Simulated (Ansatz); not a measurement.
The same path of CH5FMgO (9 atoms, charge 0, multiplicity 1) was run twice with different band settings.

Theory: RKS PBE-D4/def2-SVP (Ansatz 0.2.0).

Relaxed end points:

```xyz
9
Properties=species:S:1:pos:R:3
Mg -0.426 -0.257 0.230
O 0.956 -0.204 1.830
C -0.186 0.215 -1.796
H 0.110 -0.443 2.327
F -1.432 -0.758 1.696
H 1.395 0.523 2.306
H 0.880 0.170 -2.108
H -0.550 1.238 -2.032
H -0.747 -0.484 -2.454
```

```xyz
9
Properties=species:S:1:pos:R:3
Mg -0.479 -0.062 0.260
O 0.904 -0.523 1.791
C -0.193 0.235 -1.792
H 0.061 -0.403 2.335
F -1.514 -0.103 1.790
H 1.622 -0.019 2.214
H 0.633 0.950 -1.998
H -1.102 0.638 -2.287
H 0.068 -0.712 -2.313
```

Common settings: movable images 9; climbing image yes; spring 5.0 eV/Å²; optimiser quadratic models (default); start path through a guess of the saddle point; iteration limit 60; end points relaxed.

| run | force threshold |
| --- | --- |
| 1 | 0.05 eV/Å |
| 2 | 0.2 eV/Å |

Problem. What does each run give, and how far can it be trusted?

Solution. Run 1: converged after 15 iterations, highest image 0.001 eV above the first end. The top lies less than 8 meV above the higher end, about what the thresholds resolve: the motion is nearly free. A vibrational analysis at the climbing image gives no mode beyond 40i cm⁻¹: the surface is too flat there to confirm a saddle point.
Run 2: converged after 12 iterations, highest image 0.002 eV above the first end. The threshold of 0.2 eV/Å is loose, so the images may lie well off the minimum-energy path. The top lies less than 8 meV above the higher end, about what the thresholds resolve: the motion is nearly free. Another band between the same ends (9 images) ends at a top of the same energy, where a vibrational analysis finds no clearly imaginary modes.
